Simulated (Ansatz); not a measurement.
**Energy profile**

The step: GeH₄ + CH₄ → CH₆Ge ([CH3][GeH3]) + H₂; bonds formed: Ge1–C7, H2–H6; bonds broken: Ge1–H2, H6–C7 (atoms numbered as in the saddle structure below).

Ge1  (-0.715, 0.405, -0.728)
H2  (0.791, 1.488, -0.462)
H3  (-0.279, 0.322, -2.200)
H4  (-1.547, 1.600, -0.241)
H5  (-1.642, -0.856, -0.506)
H6  (0.769, 0.520, 0.158)
C7  (0.579, -0.679, 0.820)
H8  (0.679, -1.617, 0.275)
H9  (-0.179, -0.752, 1.600)
H10  (1.544, -0.430, 1.283)
(Å)

Electronic energies by CCSD(T) at an estimated basis limit (MP2 extrapolated from triple and quadruple zeta, plus CCSD(T) − MP2 in triple zeta), on PBE0-D4/def2-TZVP structures; CH$_{8}$Ge, singlet; no counterpoise correction. Computed with Ansatz 0.2.0 (basis: def2-TZVPP and def2-QZVPP); correlated methods freeze the cores. Filled d shells of the heavier atoms are correlated. The def2 sets are not built for correlating such inner shells, so the correlated values are less sure here. Extrapolation: Hartree–Fock as exp(−7.88 √X), correlation as X^−2.97.

Task: Give the profile in eV, counted from the separated reactants. (To be estimated.)

Result: Computed:
```csv
point,eV
"separated: GeH$_{4}$ (Ge1, H2, H3, H4, H5; singlet) + CH$_{4}$ (H6, C7, H8, H9, H10; singlet)",0.000
start structure,-0.030
saddle,3.949
end structure,0.368
"separated: CH$_{6}$Ge (linked as [CH3][GeH3]; Ge1, H3, H4, H5, C7, H8, H9, H10; singlet) + H$_{2}$ (H2, H6; singlet)",0.388
```

The T1 diagnostic stays at or below 0.012. The start structure is not quite a true minimum (one mode of 35i cm⁻¹). The end structure is not quite a true minimum (one mode of 27i cm⁻¹).

For scale, one of the runs: CCSD(T)/def2-TZVPP, 191 basis functions, launched by `ansatz run in.yaml --threads 2 --pin off --events-out ev --progress --plain --max-ram 4352MiB`. Hardware: 2 CPU threads of an Arm Neoverse V1, shared host. Wall time 63 s; peak host memory 2.1 GiB.
